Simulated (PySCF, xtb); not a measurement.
fluoro(prop-1-en-2-yloxy)borinic acid (C3H6BFO2), SMILES C=C(C)OB(O)F. One conformer was computed; it need not be the lowest.

Harmonic wavenumbers (cm⁻¹) from GFN2-xTB (xtb) at its own minimum, in rising order: 39, 103, 116, 147, 322, 367, 420, 474, 498, 547, 572, 712, 772, 864, 903, 935, 993, 1024, 1039, 1213, 1258, 1381, 1388, 1403, 1454, 1470, 1723, 3016, 3033, 3070, 3133, 3166, 3635.

What does PBE-D3(BJ)/def2-SVP (PySCF) give at its own minimum? (An estimate is asked for; the answer gives what the named calculation found.)

26, 88, 164, 197, 336, 386, 444, 484, 497, 561, 648, 711, 767, 813, 894, 954, 975, 1018, 1039, 1270, 1341, 1362, 1391, 1397, 1408, 1453, 1682, 2972, 3044, 3100, 3112, 3214, 3767. Paired by order, the mean absolute difference is 29 cm⁻¹ and the zero-point energies are 58.9 and 59.3 kcal/mol.
